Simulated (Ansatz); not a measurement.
Harmonic vibrations of CH₄FSSn, SMILES `[CH3][Sn]([F])[SH]` radical by finite differences.

```yaml
crystal:
  periodic: [false, false, false]
  atoms:
    - {symbol: C, position_ang: [0.587867, 1.174656, -0.623713]}
    - {symbol: Sn, position_ang: [-0.909780, 0.006162, 0.421710]}
    - {symbol: F, position_ang: [-0.135985, -0.268918, 2.180433]}
    - {symbol: S, position_ang: [-0.931500, -2.250509, -0.464154]}
    - {symbol: H, position_ang: [0.550797, 2.206805, -0.281192]}
    - {symbol: H, position_ang: [0.398790, 1.116543, -1.694766]}
    - {symbol: H, position_ang: [1.545359, 0.717427, -0.372017]}
    - {symbol: H, position_ang: [-1.013347, -2.759264, 0.777799]}
basis:
  gaussian: {orbitals: def2-TZVP}
magnetization: {spin_polarized: true, initial_magnetization: 1}
hamiltonian: {xc: pbe0, dispersion: d4}
phonons: {temperatures: {t_min: 298.15, t_max: 900, t_step: 200}}
```

```sh
$ ansatz run in.yaml --threads 4 --pin off --events-out ev --progress --plain
```

It prints (some lines left out):

```
Functional definition: PBE0
mean field -20481.65789694 eV, -752.6870447463 hartree, gradient 3.8e-5 eV, S^2 0.755122; 0 other end points of the search recorded, 0 dependent functions left out
mean field -20481.65779025 eV, -752.6870408255 hartree, gradient 2.0e-6 eV, S^2 0.755149; 0 other end points of the search recorded, 0 dependent functions left out
mean field -20481.65777119 eV, -752.6870401250 hartree, gradient 2.3e-6 eV, S^2 0.755096; 0 other end points of the search recorded, 0 dependent functions left out
mean field -20481.65777818 eV, -752.6870403820 hartree, gradient 2.1e-6 eV, S^2 0.755140; 0 other end points of the search recorded, 0 dependent functions left out
mean field -20481.65773214 eV, -752.6870386901 hartree, gradient 2.6e-6 eV, S^2 0.755104; 0 other end points of the search recorded, 0 dependent functions left out
mean field -20481.65775010 eV, -752.6870393499 hartree, gradient 2.0e-6 eV, S^2 0.755107; 0 other end points of the search recorded, 0 dependent functions left out
mean field -20481.65775631 eV, -752.6870395782 hartree, gradient 2.0e-6 eV, S^2 0.755137; 0 other end points of the search recorded, 0 dependent functions left out
mean field -20481.65785652 eV, -752.6870432609 hartree, gradient 2.3e-6 eV, S^2 0.755094; 0 other end points of the search recorded, 0 dependent functions left out
mean field -20481.65786154 eV, -752.6870434453 hartree, gradient 2.3e-6 eV, S^2 0.755150; 0 other end points of the search recorded, 0 dependent functions left out
mean field -20481.65784900 eV, -752.6870429843 hartree, gradient 2.0e-6 eV, S^2 0.755125; 0 other end points of the search recorded, 0 dependent functions left out
mean field -20481.65784506 eV, -752.6870428398 hartree, gradient 2.3e-6 eV, S^2 0.755119; 0 other end points of the search recorded, 0 dependent functions left out
mean field -20481.65782527 eV, -752.6870421122 hartree, gradient 1.6e-6 eV, S^2 0.755133; 0 other end points of the search recorded, 0 dependent functions left out
mean field -20481.65782887 eV, -752.6870422446 hartree, gradient 1.5e-6 eV, S^2 0.755111; 0 other end points of the search recorded, 0 dependent functions left out
mean field -20481.65788673 eV, -752.6870443711 hartree, gradient 1.4e-6 eV, S^2 0.755127; 0 other end points of the search recorded, 0 dependent functions left out
mean field -20481.65788371 eV, -752.6870442601 hartree, gradient 1.6e-6 eV, S^2 0.755117; 0 other end points of the search recorded, 0 dependent functions left out
mean field -20481.65789656 eV, -752.6870447324 hartree, gradient 1.9e-6 eV, S^2 0.755120; 0 other end points of the search recorded, 0 dependent functions left out
mean field -20481.65788943 eV, -752.6870444700 hartree, gradient 2.1e-6 eV, S^2 0.755124; 0 other end points of the search recorded, 0 dependent functions left out
mean field -20481.65786985 eV, -752.6870437506 hartree, gradient 2.0e-6 eV, S^2 0.755127; 0 other end points of the search recorded, 0 dependent functions left out
mean field -20481.65781669 eV, -752.6870417972 hartree, gradient 2.1e-6 eV, S^2 0.755117; 0 other end points of the search recorded, 0 dependent functions left out
mean field -20481.65787633 eV, -752.6870439888 hartree, gradient 1.5e-6 eV, S^2 0.755122; 0 other end points of the search recorded, 0 dependent functions left out
mean field -20481.65791366 eV, -752.6870453607 hartree, gradient 1.5e-6 eV, S^2 0.755122; 0 other end points of the search recorded, 0 dependent functions left out
mean field -20481.65781339 eV, -752.6870416757 hartree, gradient 1.2e-6 eV, S^2 0.755107; 0 other end points of the search recorded, 0 dependent functions left out
mean field -20481.65789544 eV, -752.6870446912 hartree, gradient 2.8e-6 eV, S^2 0.755137; 0 other end points of the search recorded, 0 dependent functions left out
mean field -20481.65780918 eV, -752.6870415211 hartree, gradient 2.0e-6 eV, S^2 0.755118; 0 other end points of the search recorded, 0 dependent functions left out
mean field -20481.65782666 eV, -752.6870421634 hartree, gradient 1.5e-6 eV, S^2 0.755126; 0 other end points of the search recorded, 0 dependent functions left out
mean field -20481.65788685 eV, -752.6870443756 hartree, gradient 1.4e-6 eV, S^2 0.755121; 0 other end points of the search recorded, 0 dependent functions left out
mean field -20481.65788398 eV, -752.6870442700 hartree, gradient 1.7e-6 eV, S^2 0.755123; 0 other end points of the search recorded, 0 dependent functions left out
mean field -20481.65780616 eV, -752.6870414101 hartree, gradient 1.6e-6 eV, S^2 0.755122; 0 other end points of the search recorded, 0 dependent functions left out
mean field -20481.65779333 eV, -752.6870409386 hartree, gradient 2.0e-6 eV, S^2 0.755122; 0 other end points of the search recorded, 0 dependent functions left out
mean field -20481.65787308 eV, -752.6870438693 hartree, gradient 1.1e-6 eV, S^2 0.755123; 0 other end points of the search recorded, 0 dependent functions left out
mean field -20481.65787729 eV, -752.6870440241 hartree, gradient 1.1e-6 eV, S^2 0.755121; 0 other end points of the search recorded, 0 dependent functions left out
mean field -20481.65788701 eV, -752.6870443813 hartree, gradient 1.6e-6 eV, S^2 0.755120; 0 other end points of the search recorded, 0 dependent functions left out
mean field -20481.65787890 eV, -752.6870440831 hartree, gradient 1.8e-6 eV, S^2 0.755124; 0 other end points of the search recorded, 0 dependent functions left out
mean field -20481.65789055 eV, -752.6870445113 hartree, gradient 1.1e-6 eV, S^2 0.755121; 0 other end points of the search recorded, 0 dependent functions left out
mean field -20481.65787840 eV, -752.6870440649 hartree, gradient 1.0e-6 eV, S^2 0.755123; 0 other end points of the search recorded, 0 dependent functions left out
mean field -20481.65778744 eV, -752.6870407221 hartree, gradient 2.5e-6 eV, S^2 0.755122; 0 other end points of the search recorded, 0 dependent functions left out
mean field -20481.65780030 eV, -752.6870411947 hartree, gradient 2.1e-6 eV, S^2 0.755122; 0 other end points of the search recorded, 0 dependent functions left out
mean field -20481.65781952 eV, -752.6870419010 hartree, gradient 2.3e-6 eV, S^2 0.755121; 0 other end points of the search recorded, 0 dependent functions left out
mean field -20481.65780811 eV, -752.6870414819 hartree, gradient 2.3e-6 eV, S^2 0.755123; 0 other end points of the search recorded, 0 dependent functions left out
mean field -20481.65787339 eV, -752.6870438809 hartree, gradient 1.6e-6 eV, S^2 0.755120; 0 other end points of the search recorded, 0 dependent functions left out
mean field -20481.65786382 eV, -752.6870435291 hartree, gradient 1.6e-6 eV, S^2 0.755124; 0 other end points of the search recorded, 0 dependent functions left out
mean field -20481.65787610 eV, -752.6870439803 hartree, gradient 1.3e-6 eV, S^2 0.755124; 0 other end points of the search recorded, 0 dependent functions left out
mean field -20481.65788400 eV, -752.6870442706 hartree, gradient 1.3e-6 eV, S^2 0.755120; 0 other end points of the search recorded, 0 dependent functions left out
mean field -20481.65789530 eV, -752.6870446858 hartree, gradient 1.5e-6 eV, S^2 0.755123; 0 other end points of the search recorded, 0 dependent functions left out
mean field -20481.65789751 eV, -752.6870447673 hartree, gradient 1.9e-6 eV, S^2 0.755121; 0 other end points of the search recorded, 0 dependent functions left out
mean field -20481.65787580 eV, -752.6870439694 hartree, gradient 2.5e-6 eV, S^2 0.755122; 0 other end points of the search recorded, 0 dependent functions left out
mean field -20481.65788551 eV, -752.6870443261 hartree, gradient 2.9e-6 eV, S^2 0.755122; 0 other end points of the search recorded, 0 dependent functions left out
mean field -20481.65782621 eV, -752.6870421471 hartree, gradient 1.0e-6 eV, S^2 0.755122; 0 other end points of the search recorded, 0 dependent functions left out
mean field -20481.65782698 eV, -752.6870421753 hartree, gradient 1.1e-6 eV, S^2 0.755122; 0 other end points of the search recorded, 0 dependent functions left out
Total energy: -20481.80951278 eV, -752.6926165257 hartree
Atom 0 at     0.587867     1.174656    -0.623713 Å, force    -0.000586    -0.000033     0.002116 eV/Å
Atom 1 at    -0.909780     0.006162     0.421710 Å, force    -0.000147    -0.000019    -0.000032 eV/Å
Atom 2 at    -0.135985    -0.268918     2.180433 Å, force     0.000042     0.000029     0.000190 eV/Å
Atom 3 at    -0.931500    -2.250509    -0.464154 Å, force     0.000156     0.000099    -0.001205 eV/Å
Atom 4 at     0.550797     2.206805    -0.281192 Å, force    -0.000311     0.000788     0.000082 eV/Å
Atom 5 at     0.398790     1.116543    -1.694766 Å, force     0.000192    -0.000350    -0.001342 eV/Å
Atom 6 at     1.545359     0.717427    -0.372017 Å, force     0.000627    -0.000729    -0.000709 eV/Å
Atom 7 at    -1.013347    -2.759264     0.777799 Å, force     0.000026     0.000216     0.000899 eV/Å
Dipole moment:    -0.099066     0.366315    -0.359028 e Å
Vibrations: 54.78 72.77 119.98 143.85 172.92 335.65 478.31 582.40 639.63 715.00 740.99 1160.79 1428.20 1440.02 2708.02 3068.94 3180.18 3191.06 cm⁻¹, zero-point energy 1.254316 eV
```

It took 2.9 min on 4 threads of a server CPU on a shared host, with 0.6 GiB of host memory at the peak.
